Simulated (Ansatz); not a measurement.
Z-matrix (Å, degrees):
```
In
N 1 2.0168
H 2 1.0076 1 119.01
H 2 1.0078 3 109.62 1 -141.21
N 1 2.0169 2 120.43 3 24.99
H 5 1.0076 1 119.01 2 -25.00
H 5 1.0078 6 109.62 1 141.20
N 1 2.0184 2 119.74 3 -159.03
H 8 1.0080 1 118.39 2 -19.93
H 8 1.0081 9 109.40 1 139.74
```
Charge 0, spin multiplicity 1.

Computed with Ansatz (a first-principles code) with frozen-core CCSD(T)/def2-TZVPP // CAM-B3LYP-D3(BJ)/def2-TZVP.

```json
{
 "HF energy": "-356.14218 Ha",
 "MP2 correlation energy": "-0.94698 Ha"
}
```

Estimate the CCSD correlation energy, the (T) correction, the total energy and the T1 diagnostic.


The CCSD correlation energy comes out as -0.95929 Ha. The (T) correction is -0.03551 Ha and the CCSD(T) total energy is -357.13698 Ha. The T1 diagnostic is 0.014.
